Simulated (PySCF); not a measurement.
Al(Me)2(OH)(NH3), C2H10AlNO, singlet, GFN2-xTB optimised geometry.

```
15

Al    -0.22     0.11     0.00
C     -1.19    -1.46    -0.79
H     -0.71    -2.42    -0.60
H     -1.25    -1.38    -1.88
H     -2.23    -1.56    -0.46
C      1.79     0.11     0.00
H      2.23     0.80     0.72
H      2.18     0.42    -0.97
H      2.22    -0.87     0.20
O     -1.00     1.58     0.00
H     -1.41     2.42    -0.12
N     -0.51    -0.37     2.05
H     -0.11     0.37     2.62
H     -0.09    -1.25     2.30
H     -1.51    -0.42     2.24
```

Density from B3LYP/def2-TZVP run with PySCF 2.14.0 at that geometry.

Minimum of the electron density along straight lines between bonded atoms, close to the bond critical point (lines longer than 1.1 times the sum of covalent radii, or with two minima, are not listed):

```json
[
 {"bond": "Al1–C2", "length / Å": "2.010", "ρ at the minimum / e bohr⁻³": "0.079", "∇²ρ there / e bohr⁻⁵": "0.22", "position (fraction from the first atom)": "0.40"},
 {"bond": "C2–H3", "length / Å": "1.093", "ρ at the minimum / e bohr⁻³": "0.269", "∇²ρ there / e bohr⁻⁵": "-0.87", "position (fraction from the first atom)": "0.63"},
 {"bond": "C2–H4", "length / Å": "1.093", "ρ at the minimum / e bohr⁻³": "0.268", "∇²ρ there / e bohr⁻⁵": "-0.87", "position (fraction from the first atom)": "0.63"},
 {"bond": "C2–H5", "length / Å": "1.095", "ρ at the minimum / e bohr⁻³": "0.267", "∇²ρ there / e bohr⁻⁵": "-0.86", "position (fraction from the first atom)": "0.63"},
 {"bond": "Al1–C6", "length / Å": "2.010", "ρ at the minimum / e bohr⁻³": "0.079", "∇²ρ there / e bohr⁻⁵": "0.22", "position (fraction from the first atom)": "0.40"},
 {"bond": "C6–H7", "length / Å": "1.094", "ρ at the minimum / e bohr⁻³": "0.267", "∇²ρ there / e bohr⁻⁵": "-0.87", "position (fraction from the first atom)": "0.63"},
 {"bond": "C6–H8", "length / Å": "1.093", "ρ at the minimum / e bohr⁻³": "0.268", "∇²ρ there / e bohr⁻⁵": "-0.87", "position (fraction from the first atom)": "0.63"},
 {"bond": "C6–H9", "length / Å": "1.093", "ρ at the minimum / e bohr⁻³": "0.269", "∇²ρ there / e bohr⁻⁵": "-0.87", "position (fraction from the first atom)": "0.63"},
 {"bond": "Al1–O10", "length / Å": "1.657", "ρ at the minimum / e bohr⁻³": "0.110", "∇²ρ there / e bohr⁻⁵": "0.92", "position (fraction from the first atom)": "0.44"},
 {"bond": "O10–H11", "length / Å": "0.944", "ρ at the minimum / e bohr⁻³": "0.367", "∇²ρ there / e bohr⁻⁵": "-2.58", "position (fraction from the first atom)": "0.81"},
 {"bond": "N12–H13", "length / Å": "1.014", "ρ at the minimum / e bohr⁻³": "0.338", "∇²ρ there / e bohr⁻⁵": "-1.68", "position (fraction from the first atom)": "0.74"},
 {"bond": "N12–H14", "length / Å": "1.013", "ρ at the minimum / e bohr⁻³": "0.339", "∇²ρ there / e bohr⁻⁵": "-1.69", "position (fraction from the first atom)": "0.74"},
 {"bond": "N12–H15", "length / Å": "1.014", "ρ at the minimum / e bohr⁻³": "0.337", "∇²ρ there / e bohr⁻⁵": "-1.68", "position (fraction from the first atom)": "0.74"}
]
```
